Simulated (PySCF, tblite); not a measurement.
Isomers of C5H16FNSi2, one GFN2-xTB conformer each. Single-point energies are computed at PBE0/pcSseg-1 (PySCF, gas phase, no added dispersion term), electronic only.

```
                       SMILES  GFN2-xTB relative energy (kJ/mol)
    CN(C)C(C)(C)[SiH2][SiH2]F                                9.2
      CNCC(C)(C)[SiH2][SiH2]F                                0.0
CC[Si@@H](F)[C@@H]([SiH3])CNC                               32.9
```

Conformers: `[CH3:1][N:2]([CH3:3])[C:4]([CH3:5])([CH3:6])[SiH2:7][SiH2:8][F:9]` with C1–N2–C4–C5 -76°, N2–C4–Si7–Si8 -36°, C4–Si7–Si8–F9 -178°; `[CH3:1][NH:2][CH2:3][C:4]([CH3:5])([CH3:6])[SiH2:7][SiH2:8][F:9]` with C1–N2–C3–C4 -169°, N2–C3–C4–C5 -86°, C3–C4–Si7–Si8 53°, C4–Si7–Si8–F9 177°; `[CH3:1][CH2:2][Si@@H:3]([F:4])[C@@H:5]([SiH3:6])[CH2:7][NH:8][CH3:9]` with C1–C2–Si3–F4 55°, C2–Si3–C5–Si6 -165°, Si3–C5–C7–N8 -39°, C5–C7–N8–C9 174°.

Problem. What does PBE0/pcSseg-1 give for the same structures?

Solution. 
```tsv
SMILES	PBE0/pcSseg-1 E (Eh)	PBE0/pcSseg-1 (kJ/mol)	GFN2-xTB (kJ/mol)	point group
CC[Si@@H](F)[C@@H]([SiH3])CNC	-933.09184	0.0	32.9	C1
CNCC(C)(C)[SiH2][SiH2]F	-933.07094	54.9	0.0	C1
CN(C)C(C)(C)[SiH2][SiH2]F	-933.05974	84.3	9.2	C1
```

GFN2-xTB puts CNCC(C)(C)[SiH2][SiH2]F lowest instead; measured from each level's own lowest isomer, the values differ by up to 75.1 kJ/mol (CN(C)C(C)(C)[SiH2][SiH2]F: 9.2 against 84.3). As drawn, the lowest has an N–H bond, which the highest lacks; the highest has an Si–Si bond, which the lowest lacks.

Problem. Which frontier levels, dipoles and rotational constants go with these structures?

Solution. 
```csv
SMILES,"HOMO (eV, PBE0/pcSseg-1)",LUMO (eV),dipole (D),"A, B, C (MHz)"
CC[Si@@H](F)[C@@H]([SiH3])CNC,-6.80,0.63,2.62,"1298, 847.3, 623.5"
CNCC(C)(C)[SiH2][SiH2]F,-7.03,-0.58,4.22,"1368, 782.6, 606.2"
CN(C)C(C)(C)[SiH2][SiH2]F,-6.34,-0.42,3.54,"1723, 695.2, 628.8"
```

Problem. What happens when harmonic zero-point energies from GFN2-xTB frequencies are added?

Solution. 
```tsv
SMILES	ZPE (kJ/mol)	electronic (kJ/mol)	with ZPE (kJ/mol)
CC[Si@@H](F)[C@@H]([SiH3])CNC	524.5	0.0	0.0
CNCC(C)(C)[SiH2][SiH2]F	526.7	54.9	57.0
CN(C)C(C)(C)[SiH2][SiH2]F	523.6	84.3	83.3
```

The zero-point energies span 3.1 kJ/mol. The order is unchanged.
